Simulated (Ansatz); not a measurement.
Basis sets compared for SiH2MeI (CH₅ISi). Charge 0, multiplicity 1. Geometry r2SCAN-D4/def2-TZVP. Ansatz on 4 threads of Intel Xeon on a shared host; times are rough, and most runs start from earlier orbitals.

```
atom   x (Å)   y (Å)   z (Å)
 Si1  -0.501   0.370  -0.566
  H2  -0.821  -0.446  -1.761
  H3  -0.082   1.727  -0.994
  C4   0.795  -0.444   0.493
  H5   1.718  -0.569  -0.081
  H6   0.461  -1.428   0.828
  H7   1.015   0.162   1.373
  I8  -2.585   0.629   0.708
```

In the def2 sets I takes a core potential; there is no spin–orbit coupling.

Binding counts from free atoms (Si triplet, H doublet, C triplet, I doublet) in the same basis, without a counterpoise term.

| level | functions | energy (Eh) | HOMO (eV) | LUMO (eV) | binding per atom (eV) | wall time |
| --- | --- | --- | --- | --- | --- | --- |
| PBE-D4/def2-SVP | 83 | -628.0039 | -6.28 | -1.11 | 3.33 | 0.55 s |
| PBE-D4/def2-TZVP | 148 | -628.1640 | -6.41 | -1.28 | 3.34 | 0.95 s |
| r2SCAN-D4/def2-TZVP | 148 | -628.4502 | -6.70 | -0.94 | 3.34 | 1.7 s |
| PBE0-D4/def2-SVP | 83 | -628.0739 | -7.46 | -0.27 | 3.32 | 0.9 s |
| PBE0-D4/def2-TZVP | 148 | -628.2307 | -7.54 | -0.43 | 3.33 | 1.3 s |

Estimate the rows for PBE-D4/def2-TZVPD, r2SCAN-D4/def2-TZVPD, PBE0-D4/def2-TZVPD.


```tsv
level	functions	energy (Eh)	HOMO (eV)	LUMO (eV)	binding per atom (eV)	wall time
PBE-D4/def2-TZVPD	184	-628.1647	-6.43	-1.38	3.34	1.6 s
r2SCAN-D4/def2-TZVPD	184	-628.4507	-6.71	-1.01	3.34	2.3 s
PBE0-D4/def2-TZVPD	184	-628.2313	-7.55	-0.58	3.33	1.8 s
```
